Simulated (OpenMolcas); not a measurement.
Computed levels of 5s2 5p2 in ions with 50 electrons, in cm-1 above 3P0.

```yaml
Program: OpenMolcas
Method: SS-CASPT2, IPEA 0.25 Eh, imaginary shift 0.1 Eh
Basis: ANO-RCC-VTZP
Scalar_Hamiltonian: DKH2, point nucleus
Spin-orbit_coupling: state interaction with AMFI integrals over the reference wave functions, term energies averaged over their components
```

Active space for each ion: 2 electrons in 3 orbitals (5p); closed shells correlated by CASPT2: 4d 5s.

| Level | Sn | Sb+ | I3+ | Xe4+ |
| --- | --- | --- | --- | --- |
| 3P1 | 1429 | 2610 | 6040 | 8040 |
| 3P2 | 3050 | 5080 | 10110 | 12830 |
| 1D2 | 8780 | 12370 | 21210 | 26280 |
| 1S0 | 17590 | 23750 | 36080 | 42820 |

Task: Estimate 3P2, 1D2, 1S0 for Te2+ from its neighbours Sb+ and I3+.

Result: 3P2 is fine structure, which grows about as the fourth power of a screened charge, so the fourth roots are averaged: ((5080^0.25 + 10110^0.25) / 2)^4 = 7273. The calculation gives 7410, so the estimate is off by -1.8 %; the measured value is 8167 (the list in Zhang, Palmeri, Quinet and Biemont, Astron. Astrophys. 551, A136 (2013)).
1D2 is another term, which grows about linearly with the charge: (12370 + 21210) / 2 = 16790. The calculation gives 16370, so the estimate is off by +2.6 %; the measured value is 17360 (the list in Zhang, Palmeri, Quinet and Biemont, Astron. Astrophys. 551, A136 (2013)).
1S0 is another term, which grows about linearly with the charge: (23750 + 36080) / 2 = 29915. The calculation gives 29680, so the estimate is off by +0.8 %; the measured value is 30398 (the list in Zhang, Palmeri, Quinet and Biemont, Astron. Astrophys. 551, A136 (2013)).

Mixed levels, with the weight of the term that names them: Xe4+ 3P2 (72 %), Xe4+ 1D2 (72 %).

CASPT2 breaks the degeneracy within a term, and the mean is taken; among the terms shown or strongly mixed into the levels shown the widest spread is 120 cm-1 (5s2 5p2 1D, Sb+). With the s shell closed, the reference lacks s² → p² mixing. Computed and measured levels are paired by configuration, term and J; levels that our copy of the source lacks, or whose pairing is in doubt (as where it misses far off the trend of its configuration), stay unpaired and out of the deviations. Only configurations of the active space appear.
